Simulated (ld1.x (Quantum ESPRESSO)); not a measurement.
# An all-electron radial function and its pseudo partner (Fe)

Columns: radius, all-electron u(r) and pseudo u(r) of the 4s shell (level -16.49 eV) of iron in the configuration [Ar] 3d6 4s0.5 4p0; LDA (PZ), scalar-relativistic, TM scheme, ld1.x (Quantum ESPRESSO) 7.5.

```
r (bohr)  all-electron   pseudo
   0.103       -0.0873  -0.0240
   0.205       -0.1891  -0.0478
   0.308       -0.0228  -0.0716
   0.410        0.1736  -0.0952
   0.513        0.2961  -0.1190
   0.615        0.3269  -0.1428
   0.718        0.2862  -0.1678
   0.820        0.2004  -0.1942
   0.923        0.0895  -0.2238
   1.025       -0.0287  -0.2575
   1.128       -0.1464  -0.2974
   1.230       -0.2551  -0.3437
   1.332       -0.3526  -0.3967
   1.435       -0.4381  -0.4551
   1.538       -0.5102  -0.5145
   1.640       -0.5685  -0.5690
   1.743       -0.6151  -0.6151
   1.845       -0.6499  -0.6499
   1.948       -0.6748  -0.6748
   2.050       -0.6904  -0.6904
   2.153       -0.6981  -0.6981
   2.255       -0.6988  -0.6988
   2.358       -0.6937  -0.6937
   2.460       -0.6836  -0.6836
   2.562       -0.6694  -0.6694
   2.665       -0.6517  -0.6517
```

(1) How many radial nodes do the two functions have?

(2) At about which radius was the pseudo-wave matched?

(3) Where does each function peak?

(4) Is the pseudo-wave norm-conserving?

## Answers

(1) The all-electron 4s function has n − l − 1 = 3 (the table is too coarse to show those close to the nucleus); the pseudo-wave has 0, since the states of the same l below it are removed with the core.

(2) 1.80 bohr. The columns agree to 0.0005 from 1.64 bohr on; several derivatives are matched, so the curves merge somewhat inside the radius.

(3) Outermost all-electron maximum near 2.25 bohr, pseudo maximum near 2.25 bohr (to the table’s step).

(4) Yes: the TM scheme keeps the norm inside the radius equal to the all-electron one, which fixes the energy derivative of the logarithmic derivative at the level.
